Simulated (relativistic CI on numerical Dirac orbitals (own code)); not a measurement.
## Sensitivity of the levels of Cd VII to α and to the nuclear radius

Method of calculation: Dirac-Coulomb-Breit CI, separate exchange-only KLI orbitals for each configuration, derivatives by finite differences, unscaled Slater integrals, QED left out (own radial code, finite nucleus).

Configurations in the expansion (outside the closed core [Ar] 3d10 4p6): 4s2 4d6, 4s2 4d5 5s, 4s2 4d5 4f, 4s2 4d5 5d, 4s2 4d4 5s2, 4d8. Levels of other configurations are missing.

With x = (α/α₀)² − 1 an excitation energy changes as ω = ω₀ + qx; K = 2q/ω₀ is the relative enhancement. Terms are leading LS components, so labels can repeat. The field-shift factor is F = δν/δ⟨r²⟩ for the transition from the lowest level.

Lowest level 4s2 4d6 5D_4.

| Level | ω₀ (cm⁻¹) | q (cm⁻¹) | K | F (GHz/fm²) |
| --- | --- | --- | --- | --- |
| 4s2 4d6 5D_3 | 3198.8 | 3561 | 2.23 | 0.0454 |
| 4s2 4d6 5D_2 | 4757.2 | 4299 | 1.81 | 0.0581 |
| 4s2 4d6 5D_1 | 5917.7 | 5539 | 1.87 | 0.0737 |
| 4s2 4d6 5D_0 | 6436.9 | 5937 | 1.84 | 0.0792 |
| 4s2 4d6 3H_4 | 25560.5 | -2121 | -0.166 | 0.065 |
| 4s2 4d6 3H_6 | 26351.4 | 1602 | 0.122 | 0.0827 |
| 4s2 4d6 3H_5 | 26944.6 | 1395 | 0.104 | 0.0925 |
| 4s2 4d6 3P_2 | 27127.8 | 288 | 0.0212 | 0.0932 |
| 4s2 4d6 3F_3 | 30738.7 | 2420 | 0.157 | 0.137 |
| 4s2 4d6 3F_4 | 31076.8 | 5315 | 0.342 | 0.146 |
| 4s2 4d6 3F_2 | 32059.5 | 3257 | 0.203 | 0.15 |
| 4s2 4d6 3G_5 | 34732.3 | 5904 | 0.34 | 0.182 |
| 4s2 4d6 3P_1 | 35923.6 | 8520 | 0.474 | 0.209 |

At this charge configurations can still be misplaced by up to about 7 % of their energy. Terms inside the open d or f shell come out 10 to 20 % too wide with unscaled integrals.
